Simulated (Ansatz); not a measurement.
`[SiH3]B1CN1` + H₂O → `OB1CN1` + SiH₄ at 298.15 K and 1 bar (formal hydrolysis of a B–Si bond).

Gas-phase electronic energies from Ansatz, PBE0-D4/def2-TZVP geometries. CCSD(T)/CBS adds triple-zeta CCSD(T) − MP2 to the extrapolated MP2 energy (def2 sets, frozen cores). This one scheme is used for every species. One conformer a species, not always the lowest.

```
      species  CCSD(T)/CBS energy (Eh)  H − E (kJ/mol)  S (J/(mol·K))
`[SiH3]B1CN1`               -410.19867           203.6          320.4
          H₂O                -76.37941            66.4          188.7
     `OB1CN1`               -195.15150           173.4          279.2
         SiH₄               -291.46306            92.1          204.8
```

H − E and S are ideal-gas, rigid-rotor, harmonic terms from PBE0-D4/def2-TZVP, for one conformer and one mirror image of each species. 1 Eh = 2625.50 kJ/mol, R = 8.31446 J/(mol·K).

Q: By hand: ΔE, ΔH, ΔS and ΔG.

A: ΔE = (-195.15150) + (-291.46306) − (-410.19867) − (-76.37941) = -0.03648 Eh = -95.8 kJ/mol. Δ(H − E) = 173.4 + 92.1 − 203.6 − 66.4 = -4.5, so ΔH = -100.3 kJ/mol. ΔS = 279.2 + 204.8 − 320.4 − 188.7 = -25.1 J/(mol·K). ΔG = -100.3 − 298.15 × (-25.1)/1000 = -92.8 kJ/mol.

Q: By hand: the equilibrium constant, and the temperature at which ΔG would vanish if ΔH and ΔS stayed fixed.

A: log₁₀ K = −ΔG/(RT ln 10) = 16.3. ΔG = 0 at ΔH/ΔS = 3996 K, far beyond where these terms or the molecules hold.

ΔH outweighs TΔS. A doubt of 5 kJ/mol in ΔE shifts log₁₀ K by 0.9 here. Other conformers and mirror images would add mixing entropy, several J/(mol·K) or more a flexible species. These are equilibria of isolated gas molecules and say nothing of rates. Largest T1 diagnostic: 0.014 (customary marks: 0.02 for closed shells, 0.045 for open ones).
